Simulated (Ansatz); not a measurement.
The cluster Cs₃⁻, relaxed as a singlet with RKS PBE/def2-TZVPD in Ansatz, starting from the GFN1-xTB geometry. Force threshold 0.02 eV/Å.

In the def2 sets Cs takes a core potential; there is no spin–orbit coupling. The highest occupied level of the charge -1 singlet lies above zero (up to 0.10 eV). By energy differences its removal costs 0.89 eV (vertical, to the charge 0 doublet, at PBE/def2-TZVPD); a positive level beside a positive removal energy at the same level points to self-interaction error. The structure comes from a short search, and lower isomers may exist.

Start:

```xyz
3

Cs    0.590   -0.776    0.333
Cs   -3.323   -2.332   -1.143
Cs    2.733    3.108    0.809
```

Q: Estimate the energy that the relaxation releases and the steps that it takes.

A: 15.7 kJ/mol, in 10 steps; 21 s on 4 threads of Intel Xeon on a shared host. The force fell under the threshold at step 7, but the optimiser went on and released 0.007 eV more. No frequencies were taken in this run, so the end may be a saddle point.

Q: Does the start keep its bonding and symmetry?

A: By distances, no bond broke or formed. The bond that changes most is Cs1–Cs2, from 4.46 to 5.11 Å (atoms count from 1). Point group C2v at the start, D∞h at the end, both within 0.05 Å; within 0.015 Å the end is C∞v.

Q: Predict the relaxed structure.

A: 
```xyz
3

Cs   -0.0049    0.0064   -0.0028
Cs   -3.6923   -3.3227   -1.1898
Cs    3.6972    3.3163    1.1926
```
Bond lengths (bridged metal pairs left out): 2 × Cs–Cs 5.11 Å.
